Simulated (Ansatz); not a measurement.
Gas-phase electronic energies from Ansatz, PBE0-D4/def2-TZVP geometries. CCSD(T)/CBS is the MP2 limit (def2-TZVPP, def2-QZVPP) plus CCSD(T) − MP2 in def2-TZVPP, frozen cores. Functionals use def2-TZVPP. HSE06 is defined as in plane-wave codes. For Ga, Ge outer-core shells are correlated without core-valence functions, which leaves a few kJ/mol of doubt a bond. Scalar relativity is left out up to krypton. Each species was taken in one conformer, which may not be the lowest.

Reaction (redistribution): `[GeH3][SiH2][GeH3]` + `[NH2][Ga]([NH2])[F]` → `[NH2][Ga]([F])[GeH3]` + `N[SiH2][GeH3]`

```json
{"level": "LDA (SPW92)", "ΔE (kcal/mol)": "-7.4"}
{"level": "PBE0-D4", "ΔE (kcal/mol)": "-6.8"}
{"level": "ωB97M-V", "ΔE (kcal/mol)": "-8.4"}
{"level": "HSE06", "ΔE (kcal/mol)": "-7.0"}
{"level": "RPA@PBE/def2-TZVPP", "ΔE (kcal/mol)": "-6.2"}
{"level": "CCSD/def2-TZVPP", "ΔE (kcal/mol)": "-6.3"}
{"level": "HF/CBS(def2)", "ΔE (kcal/mol)": "-8.1"}
{"level": "MP2/CBS(def2)", "ΔE (kcal/mol)": "-6.5"}
```

Question: What does CCSD(T)/CBS give? (Best estimate.)

Answer: Computed: -6.4 kcal/mol. The listed levels differ from it by -1.0, -0.4, -2.0, -0.6, 0.2, 0.1, -1.7, -0.1 kcal/mol.

Largest T1 diagnostic among the species: 0.013.

In def2-TZVPP, CCSD(T) changes the Hartree–Fock value by +2.0 kcal/mol (the triples alone add +0.3 kcal/mol) and MP2 by +1.9 kcal/mol. Leaving LDA and LC-ωPBE aside and taking each functional with its dispersion term where it has one, the values, not all of them listed here, spread over 2.7 kcal/mol, from BLYP-D4 to PBE-QIDH.
